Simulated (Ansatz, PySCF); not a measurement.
Molecule: AlI2, net charge -1, singlet state. 
Structure (B3LYP-D3(BJ)/def2-TZVP (Ansatz, a quantum-chemistry and plane-wave program) minimum search):
```xyz
3

Al     0.1565     1.0034     1.2159
I     -0.1632     1.5341    -1.4981
I      0.1249    -1.7802     1.1999
```
Charge -1, spin multiplicity 1.

Total electronic energies in hartree. Correlated levels leave the core frozen unless marked. No spin-orbit coupling. The frozen core is the preceding noble-gas configuration, with the filled d and f shells of earlier blocks. In def2 rows, elements after Kr have scalar-relativistic effective core potentials. STO-3G rows are all-electron and non-relativistic. CBS marks a two-point X^-3 extrapolation of the correlation energy; Hartree-Fock from the larger set. The bracket is a focal-point correction in the basis named.

The Hartree-Fock reference is unstable (checked in the largest basis), which strains HF and MP2. 

| level | program | energy (Eh) |
|---|---|---|
| HF/def2-TZVPP | Ansatz | -835.41752 |
| PBE/def2-TZVPD | Ansatz | -837.87634 |
| BP86/def2-TZVPD | PySCF | -838.32993 |
| r2SCAN/def2-TZVPD | Ansatz | -838.23817 |
| r2SCAN-D3(BJ)/def2-TZVPD | Ansatz + dftd3 | -838.23927 |
| PBE0-D3(BJ)/def2-TZVPD | Ansatz + dftd3 | -837.95339 |
| TPSSh/def2-TZVPD | PySCF | -837.86483 |
| r2SCANh/def2-TZVPD | Ansatz | -838.21688 |
| CAM-B3LYP/def2-TZVPD | Ansatz | -838.04580 |
| B2GP-PLYP-D3(BJ)/def2-TZVPD | Ansatz + dftd3 | ___ |
| RI-MP2/def2-QZVPP | Ansatz | -835.81669 |
| RI-MP2/def2-QZVPPD | Ansatz | -835.81764 |
| CCSD/STO-3G | Ansatz | -13940.45341 |
| CCSD/def2-SVPD | Ansatz | -835.61449 |
| RI-MP2/CBS(def2-TZVPPD,def2-QZVPPD)+[CCSD(T)-MP2]/def2-TZVPPD | Ansatz | -835.9039 |

Question: Complete the blanks.

Answer: 
- B2GP-PLYP-D3(BJ)/def2-TZVPD, energy (Eh): -837.18381
